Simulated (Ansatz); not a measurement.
The cluster Si3W3⁻ (the lowest doublet isomer of a short search). Charge -1, multiplicity 2. Geometry PBE-D4/def2-SVPD, basis def2-TZVPD, Ansatz.

```xyz
6

W     0.978    0.347   -1.041
W    -1.516    0.693    1.066
W     0.558   -0.370    1.174
Si    1.044   -2.066   -0.767
Si    0.136    2.274    0.367
Si   -1.200   -0.877   -0.799
```

```
run  HOMO (eV)  LUMO (eV)
  A      -2.39       2.53
  B       0.02       0.47
  C      -0.24       0.57
  D      -0.49       0.77
  E      -0.76       1.04
```

In the def2 sets W takes a core potential; there is no spin–orbit coupling. The structure comes from a short search, and lower isomers may exist.

HOMO and LUMO are taken over both spins.

The runs used PBE, PBE0, r2SCAN, r2SCANh, ωB97X-V. Estimate which is which.

A ωB97X-V (range-separated); B PBE (0 % exact exchange); C r2SCAN (0 % exact exchange); D r2SCANh (10 % exact exchange); E PBE0 (25 % exact exchange). Exact exchange lowers occupied and raises empty levels; among semilocal functionals meta-GGAs tend to open the gap a little, and such runs are hard to tell apart. The gap grows from 0.45 eV (PBE) to 4.92 eV (ωB97X-V). At ωB97X-V/def2-TZVPD, r2SCAN-D4/def2-TZVPD, r2SCANh-D4/def2-TZVPD, PBE0-D4/def2-TZVPD the charge -1 doublet is spin-contaminated (final ⟨S²⟩ up to 0.94, 0.75 for a pure state). At PBE-D4/def2-TZVPD the highest occupied level of the charge -1 doublet lies above zero (up to 0.02 eV). By energy differences its removal costs 1.90 eV (vertical, to the charge 0 singlet, at PBE-D4/def2-TZVPD); a positive level beside a positive removal energy at the same level points to self-interaction error.
